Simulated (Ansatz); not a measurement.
Geometry optimisation, Ansatz 0.2.0, RKS PBE0-D4/def2-SVP.

The input (input.yaml):

```yaml
crystal:
  periodic: [false, false, false]
  atoms:
    - { symbol: C, position_ang: [-0.18003, 0.9112, -1.34762] }
    - { symbol: S, position_ang: [0.73114, -0.4069, -0.47395] }
    - { symbol: C, position_ang: [-0.27722, -0.5058, 0.96912] }
    - { symbol: Si, position_ang: [0.20633, -0.87447, 2.57821] }
    - { symbol: H, position_ang: [0.14615, 1.86529, -0.94456] }
    - { symbol: H, position_ang: [-1.24523, 0.78373, -1.183] }
    - { symbol: H, position_ang: [0.06272, 0.85872, -2.40494] }
    - { symbol: H, position_ang: [0.1351, -1.42185, -1.16162] }
    - { symbol: H, position_ang: [-1.28826, -0.42469, 1.36827] }
total_charge: 1
basis:
  gaussian: { orbitals: def2-SVP }
hamiltonian:
  xc: pbe0
  dispersion: d4
relax:
  f_tol: 0.02
  max_steps: 50
output:
  orbitals: {}
```

Run as:

```bash
$ ansatz run input.yaml --threads 2 --pin off --max-ram 3072MiB --backend cpu --events-out ev --progress --plain --runs-dir out
```

Where does it end, and by what steps?

The run converged. After 9 steps the energy has fallen by 0.846 eV; Si4 moved furthest, 0.37 Å.

```json
{"step": "0", "energy less start (eV)": "0.0000", "largest force component (eV/Å)": "3.308", "accepted": "yes"}
{"step": "1", "energy less start (eV)": "-0.5805", "largest force component (eV/Å)": "1.076", "accepted": "yes"}
{"step": "2", "energy less start (eV)": "-0.7533", "largest force component (eV/Å)": "0.890", "accepted": "yes"}
{"step": "3", "energy less start (eV)": "-0.8125", "largest force component (eV/Å)": "0.385", "accepted": "yes"}
{"step": "4", "energy less start (eV)": "-0.8267", "largest force component (eV/Å)": "0.391", "accepted": "yes"}
{"step": "5", "energy less start (eV)": "-0.8421", "largest force component (eV/Å)": "0.094", "accepted": "yes"}
{"step": "6", "energy less start (eV)": "-0.8452", "largest force component (eV/Å)": "0.124", "accepted": "yes"}
{"step": "7", "energy less start (eV)": "-0.8460", "largest force component (eV/Å)": "0.039", "accepted": "yes"}
{"step": "8", "energy less start (eV)": "-0.8460", "largest force component (eV/Å)": "0.035", "accepted": "no"}
{"step": "9", "energy less start (eV)": "-0.8462", "largest force component (eV/Å)": "0.009", "accepted": "yes"}
```

```xyz
9
Properties=species:S:1:pos:R:3
C -0.188 0.930 -1.331
S 0.543 -0.457 -0.428
C -0.265 -0.568 1.094
Si 0.498 -0.661 2.666
H 0.134 1.842 -0.811
H -1.282 0.847 -1.343
H 0.229 0.908 -2.348
H -0.009 -1.468 -1.159
H -1.368 -0.588 1.059
```

The run took 16 s on 2 threads of Intel(R) Xeon(R) Platinum 8488C (Sapphire Rapids), on a shared host, peak memory 0.2 GiB.
